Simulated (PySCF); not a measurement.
I²⁺ (iodine, charge +2) across methods

[Kr] 4d10 5s1 5p3 5d1, high-spin 6D determinant (an excited configuration). Computed with PySCF 2.14 in x2c-QZVPPall with one added diffuse shell each of s, p, d, f type (14s10p8d5f1g, 128 functions), with the spin-free X2C one-electron Hamiltonian (Gaussian nucleus).

| method | E (hartree) | mean ε 5s α (eV) | mean ε 5p α (eV) | mean ε 5d α (eV) | Σ⟨r²⟩ (bohr²) | ⟨S²⟩ |
| --- | --- | --- | --- | --- | --- | --- |
| PBE0 | -7113.42 | -42.440 | -29.662 | -14.431 | 47.11 | 8.751 |
| r2SCAN | -7113.79 | -40.990 | -28.687 | -13.587 | 47.15 | 8.752 |
| UHF | -7111.01433 | -48.911 | -33.690 | -16.645 | 47.44 | 8.752 |
| LDA | -7107.22 | -40.204 | -28.209 | -13.525 | 47.25 | 8.751 |
| PBE | -7113.33 | -39.999 | -28.096 | -13.584 | 47.20 | 8.751 |

The outer electron is Rydberg-like, and this basis confines it to a smaller radius and binds it less than a complete one would.
